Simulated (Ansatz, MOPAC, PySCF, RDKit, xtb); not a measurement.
Pair of molecules: H2S (SMILES S) (first 3 atoms) with CHN (SMILES C#N); geometry from B3LYP-D3(BJ)/def2-TZVP, rigid monomers moved along the line of their centres of mass till H2···N5 is 3.33 Å.
(charge 0, multiplicity 1):
```xyz
6

S      0.219     0.023    -0.802
H      0.311    -0.050     0.537
H     -0.011    -1.294    -0.923
C      0.649    -0.137     4.994
N      0.548    -0.192     3.855
H      0.743    -0.087     6.056
```

| level | interaction energy (kcal/mol) | minus CCSD(T)/CBS(aug-cc-pV(D+d)Z, aug-cc-pV(T+d)Z) | cost |
|---|---|---|---|
| UFF | -0.20 | 1.02 | - |
| AM1 | -0.81 | 0.40 | - |
| PM3 | -0.86 | 0.36 | - |
| PM7 | -1.53 | -0.32 | - |
| GFN1-xTB | -0.56 | 0.66 | - |
| GFN2-xTB | -1.33 | -0.12 | - |
| HF/STO-3G (no counterpoise) | -0.54 | 0.67 | - |
| HF/3-21G (no counterpoise) | -1.48 | -0.26 | - |
| HF/6-31G* | -1.03 | 0.18 | - |
| HF/6-31G* (no counterpoise) | -1.15 | 0.06 | - |
| HF/aug-cc-pV(D+d)Z | -1.00 | 0.21 | - |
| PBE/def2-TZVPPD | -1.10 | 0.11 | ×1 |
| PBE-D3(BJ)/def2-TZVPPD | -1.30 | -0.08 | ×1 |
| PBE-D4/def2-TZVPPD | -1.30 | -0.08 | ×1 |
| BP86/6-31G* (no counterpoise) | -1.04 | 0.18 | - |
| r2SCAN/def2-TZVPPD | -1.02 | 0.20 | ×2 |
| r2SCAN-D3(BJ)/def2-TZVPPD | -1.14 | 0.08 | ×2 |
| r2SCAN-D4/def2-TZVPPD | -1.13 | 0.09 | ×2 |
| B3LYP/3-21G (no counterpoise) | -1.52 | -0.30 | - |
| B3LYP/6-31G* | -0.99 | 0.22 | - |
| B3LYP/6-31G* (no counterpoise) | -1.19 | 0.02 | - |
| B3LYP/6-311+G** (no counterpoise) | -1.11 | 0.11 | - |
| B3LYP/def2-TZVPPD | -0.87 | 0.34 | ×2 |
| B3LYP-D3(BJ)/def2-TZVPPD | -1.14 | 0.07 | ×2 |
| B3LYP-D4/def2-TZVPPD | -1.13 | 0.08 | ×2 |
| PBE0/def2-TZVPPD | -1.08 | 0.13 | ×2 |
| PBE0-D3(BJ)/def2-TZVPPD | -1.28 | -0.07 | ×2 |
| PBE0-D4/def2-TZVPPD | -1.27 | -0.06 | ×2 |
| M06-2X/6-31G* (no counterpoise) | -1.35 | -0.14 | - |
| wB97X-V/def2-TZVPPD | -1.21 | 0.00 | ×4 |
| wB97M-V/def2-TZVPPD | -1.14 | 0.07 | ×4 |
| MP2/6-31G* (no counterpoise) | -1.47 | -0.25 | - |
| MP2/aug-cc-pV(D+d)Z | -1.29 | -0.07 | - |
| MP2/CBS(aug-cc-pV(D+d)Z, aug-cc-pV(T+d)Z) | -1.29 | -0.07 | - |
| SCS-MP2/aug-cc-pV(D+d)Z | -1.19 | 0.02 | - |
| SCS-MP2/aug-cc-pV(T+d)Z | -1.18 | 0.03 | - |
| CCSD/aug-cc-pV(D+d)Z | -1.16 | 0.06 | - |
| CCSD/aug-cc-pV(T+d)Z | -1.16 | 0.06 | - |
| CCSD(T)/aug-cc-pV(T+d)Z | -1.20 | 0.01 | ×50* |
| CCSD(T)/CBS(aug-cc-pV(D+d)Z, aug-cc-pV(T+d)Z) | -1.22 | 0.00 | ×50* |

 The comparison column counts from a level with limits of its own.

The rows run from -1.53 (PM7) to -0.20 kcal/mol (UFF). The dispersion term adds -0.19 in PBE-D3(BJ), -0.19 in PBE-D4, -0.12 in r2SCAN-D3(BJ). The 6 functionals in def2-TZVPPD without D3 or D4 span 0.34, from wB97X-V to B3LYP.

Counterpoise-corrected where a basis set is named; no monomer relaxation. Rows marked so take none. RDKit's UFF carries no charges.

Cores are frozen in the correlated methods. CBS: X⁻³ extrapolation of the correlation energy, Hartree–Fock from the larger set. Rows in 3-21G, 6-311+G**, 6-31G*, STO-3G carry no dispersion term and start afresh at each structure (6-31G* with six Cartesian d functions). MP2/6-31G* freezes PySCF's default core. The state that AM1, PM3, PM7 reach isn't checked; PM7 holds dispersion and hydrogen-bond terms.

The values were computed with Ansatz (Gaussian basis) for Hartree–Fock, density functionals and correlated methods; MOPAC for AM1, PM3, PM7 (differences of heats of formation); PySCF for 3-21G rows, 6-311+G** rows, 6-31G* rows, STO-3G rows, the dispersion terms; RDKit for the force fields; xtb for the GFN methods. 

Costs are rough ratios of core time to PBE/def2-TZVPPD (about 3 s over the structures, on one shared machine); a dash marks a level with no comparable run of its own. A star marks coupled-cluster runs past 200 virtual orbitals, where the program's memory plan changes under this machine's limit, so their costs aren't comparable with smaller runs.

Ansatz is an electronic-structure program.
